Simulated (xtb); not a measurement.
A run for xtb: GFN2-xTB on FH3PbSi (SMILES [F][Pb][SiH3]), a point of a torsion scan.

```
$ xtb mol.xyz --gfn 2 --opt vtight --chrg 0 --uhf 0 --input xcontrol
6

F      3.02082771     0.41883500    -0.01079722
Pb     1.62365955    -0.73681043     0.01166845
Si    -0.77672237    -0.03223963    -0.00106958
H     -1.15731471     0.76325728    -1.19035184
H     -1.05415740     0.82670822     1.17528102
H     -1.65293373    -1.22834184     0.01331932
$constrain
  force constant=1.0
  dihedral: 1,2,3,4,60.0
$end
```

Output:

```
[...]
           -------------------------------------------------
          |                Calculation Setup                |
           -------------------------------------------------



           -------------------------------------------------
          |                 G F N 2 - x T B                 |
           -------------------------------------------------

        Reference                      10.1021/acs.jctc.8b01176
      * Hamiltonian:
        H0-scaling (s, p, d)           1.850000    2.230000    2.230000
        zeta-weighting                 0.500000
      * Dispersion:
        s8                             2.700000
        a1                             0.520000
        a2                             5.000000
        s9                             5.000000
      * Repulsion:
        kExp                           1.500000    1.000000
        rExp                           1.000000
      * Coulomb:
        alpha                          2.000000
        third order                    shell-resolved
        anisotropic                    true
        a3                             3.000000
        a5                             4.000000
        cn-shift                       1.200000
        cn-exp                         4.000000
        max-rad                        5.000000


          ...................................................
          :                      SETUP                      :
          :.................................................:
          :  # basis functions                  21          :
          :  # atomic orbitals                  20          :
          :  # shells                           10          :
          :  # electrons                        18          :
          :  max. iterations                   250          :
          :  Hamiltonian                  GFN2-xTB          :
          :  restarted?                      false          :
          :  GBSA solvation                  false          :
          :  PC potential                    false          :
          :  electronic temp.          300.0000000     K    :
          :  accuracy                    1.0000000          :
          :  -> integral cutoff          0.2500000E+02      :
          :  -> integral neglect         0.1000000E-07      :
          :  -> SCF convergence          0.1000000E-05 Eh   :
          :  -> wf. convergence          0.1000000E-03 e    :
          :  Broyden damping             0.4000000          :
          :  net charge                          0          :
          :  unpaired electrons                  0          :
          ...................................................

 iter      E             dE          RMSdq      gap      omega  full diag
   1    -10.2342385 -0.102342E+02  0.183E+01    1.58       0.0  T
   2    -10.2926713 -0.584328E-01  0.751E+00    1.72       1.0  T
   3    -10.2945261 -0.185478E-02  0.594E+00    1.36       1.0  T
   4    -10.2966519 -0.212579E-02  0.153E+00    1.40       1.0  T
   5    -10.2968431 -0.191165E-03  0.428E-01    1.47       1.0  T
   6    -10.2968934 -0.502857E-04  0.220E-01    1.50       1.0  T
   7    -10.2969002 -0.680635E-05  0.143E-02    1.49       2.8  T
   8    -10.2969003 -0.132445E-06  0.806E-03    1.49       5.1  T
   9    -10.2969003 -0.118345E-07  0.117E-03    1.49      35.0  T
  10    -10.2969003 -0.311147E-10  0.407E-04    1.49     100.2  T
  11    -10.2969003 -0.904148E-10  0.682E-05    1.49     598.4  T

   *** convergence criteria satisfied after 11 iterations ***

         #    Occupation            Energy/Eh            Energy/eV
      -------------------------------------------------------------
         1        2.0000           -0.8821951             -24.0058
       ...           ...                  ...                  ...
         3        2.0000           -0.6797066             -18.4958
         4        2.0000           -0.4507659             -12.2660
         5        2.0000           -0.4500364             -12.2461
         6        2.0000           -0.4325008             -11.7689
         7        2.0000           -0.4278793             -11.6432
         8        2.0000           -0.4212581             -11.4630
         9        2.0000           -0.3290516              -8.9540 (HOMO)
        10                         -0.2742735              -7.4634 (LUMO)
        11                         -0.2020239              -5.4973
        12                         -0.1692470              -4.6054
        13                         -0.1491306              -4.0580
        14                         -0.0985505              -2.6817
       ...                                ...                  ...
        20                          0.6804826              18.5169
      -------------------------------------------------------------
                  HL-Gap            0.0547781 Eh            1.4906 eV
             Fermi-level           -0.3016625 Eh           -8.2087 eV

 SCC (total)  
[...]
        -0.4135837             -11.2542
         6        2.0000           -0.4111413             -11.1877
         7        2.0000           -0.4104183             -11.1680
         8        2.0000           -0.4090222             -11.1301
         9        2.0000           -0.3486221              -9.4865 (HOMO)
        10                         -0.2923518              -7.9553 (LUMO)
        11                         -0.1884042              -5.1267
        12                         -0.1664465              -4.5292
        13                         -0.1353667              -3.6835
        14                         -0.1302561              -3.5444
       ...                                ...                  ...
        20                          0.7276395              19.8001
      -------------------------------------------------------------
                  HL-Gap            0.0562703 Eh            1.5312 eV
             Fermi-level           -0.3204808 Eh           -8.7207 eV

 SCC (total)                   0 d,  0 h,  0 min,  0.001 sec
 SCC setup                      ...        0 min,  0.000 sec (  2.260%)
 Dispersion                     ...        0 min,  0.000 sec (  0.673%)
 classical contributions        ...        0 min,  0.000 sec (  0.354%)
 integral evaluation            ...        0 min,  0.000 sec ( 24.970%)
 iterations                     ...        0 min,  0.000 sec ( 29.040%)
 molecular gradient             ...        0 min,  0.001 sec ( 39.402%)
 printout                       ...        0 min,  0.000 sec (  2.959%)

         :::::::::::::::::::::::::::::::::::::::::::::::::::::
         ::                     SUMMARY                     ::
         :::::::::::::::::::::::::::::::::::::::::::::::::::::
         :: total energy             -10.312214015181 Eh    ::
         :: gradient norm              0.000103924370 Eh/a0 ::
         :: HOMO-LUMO gap              1.531192954377 eV    ::
         ::.................................................::
         :: SCC energy               -10.340641017284 Eh    ::
         :: -> isotropic ES            0.070559215991 Eh    ::
         :: -> anisotropic ES          0.004755574229 Eh    ::
         :: -> anisotropic XC          0.001767212598 Eh    ::
         :: -> dispersion             -0.003421498410 Eh    ::
         :: repulsion energy           0.028427001242 Eh    ::
         :: add. restraining           0.000000000862 Eh    ::
         :: total charge               0.000000000000 e     ::
         :::::::::::::::::::::::::::::::::::::::::::::::::::::

           -------------------------------------------------
          |                Property Printout                |
           -------------------------------------------------

    * Orbital Energies and Occupations

         #    Occupation            Energy/Eh            Energy/eV
      -------------------------------------------------------------
         1        2.0000           -0.8857213             -24.1017
         2        2.0000           -0.6890835             -18.7509
         3        2.0000           -0.6810368             -18.5320
         4        2.0000           -0.4160392             -11.3210
         5        2.0000           -0.4135837             -11.2542
         6        2.0000           -0.4111413             -11.1877
         7        2.0000           -0.4104183             -11.1680
         8        2.0000           -0.4090222             -11.1301
         9        2.0000           -0.3486221              -9.4865 (HOMO)
        10                         -0.2923518              -7.9553 (LUMO)
        11                         -0.1884042              -5.1267
        12                         -0.1664465              -4.5292
        13                         -0.1353667              -3.6835
        14                         -0.1302561              -3.5444
        15                         -0.0725697              -1.9747
        16                         -0.0434778              -1.1831
        17                          0.1080783               2.9410
        18                          0.4763014              12.9608
        19                          0.7136324              19.4189
        20                          0.7276395              19.8001
      -------------------------------------------------------------
                  HL-Gap            0.0562703 Eh            1.5312 eV
             Fermi-level           -0.3204808 Eh           -8.7207 eV

     #   Z          covCN         q      C6AA      α(0)
     1   9 F        0.737    -0.524    15.193     4.603
     2  82 Pb       1.589     0.540   434.567    43.721
     3  14 Si       3.605     0.328   102.400    19.432
     4   1 H        0.919    -0.103     5.672     3.725
     5   1 H        0.918    -0.104     5.704     3.735
     6   1 H        0.916    -0.137     7.054     4.154

 Mol. C6AA /au·bohr⁶  :       1747.032744
 Mol. C8AA /au·bohr⁸  :     150086.393576
 Mol. α(0) /au        :         79.369970
Note: The following floating-point exceptions are signalling: IEEE_DENORMAL
normal termination of xtb


Wiberg/Mayer (AO) data.
largest (>0.10) Wiberg bond orders for each atom

 ---------------------------------------------------------------------------
     #   Z sym  total        # sym  WBO       # sym  WBO       # sym  WBO
 ---------------------------------------------------------------------------
     1   9 F    0.828 --     2 Pb   0.807
     2  82 Pb   1.781 --     3 Si   0.846     1 F    0.807
     3  14 Si   3.565 --     4 H    0.903     5 H    0.902     6 H    0.896
                             2 Pb   0.846
     4   1 H    0.989 --     3 Si   0.903
     5   1 H    0.989 --     3 Si   0.902
     6   1 H    0.981 --     3 Si   0.896
 ---------------------------------------------------------------------------

Topologies differ in total number of bonds
Writing topology from bond orders to xtbtopo.mol

molecular dipole:
                 x           y           z       tot (Debye)
 q only:       -0.430      -1.978       0.078
   full:        0.125      -2.366       0.089       6.027
molecular quadrupole (traceless):
                xx          xy          yy          xz          yz          zz
 q only:       -8.916     -12.205       5.419       0.548       0.010       3.497
  q+dip:       -9.739     -15.422       6.435       0.670      -0.016       3.305
   full:      -11.770     -13.834       5.925       0.645       0.095       5.845

           -------------------------------------------------
          |                Geometry Summary                 |
           -------------------------------------------------

      molecular mass/u    :      257.3246322
   center of mass at/Å    :        1.5491078      -0.8536903       0.0205441
  moments of inertia/u·Å² :        0.8190954E+02   0.2144409E+03   0.2909486E+03
rotational constants/cm⁻¹ :        0.2058079E+00   0.7861201E-01   0.5794025E-01

 * 3 selected distances

     #   Z          #   Z                                           value/Å
     3  14 Si       4   1 H                                       1.4626563 (min)
     3  14 Si       5   1 H                                       1.4631159
     3  14 Si       6   1 H                                       1.4728082 (max)

 * 1 distinct bonds (by element types)

   Z      Z             #   av. dist./Å        max./Å        min./Å
   1 H   14 Si          3     1.4661935     1.4728082     1.4626563


optimized geometry written to: xtbopt.xyz


           -------------------------------------------------
          | TOTAL ENERGY              -10.312214015181 Eh   |
          | GRADIENT NORM               0.000103924370 Eh/α |
          | HOMO-LUMO GAP               1.531192954377 eV   |
           -------------------------------------------------

------------------------------------------------------------------------
------------------------------------------------------------------------
 total:
 SCF:
 ANC optimizer:
```

The run finished.

Warnings raised: the energy holds the restraint's term.

Cost: roughly 0.06 core-seconds.
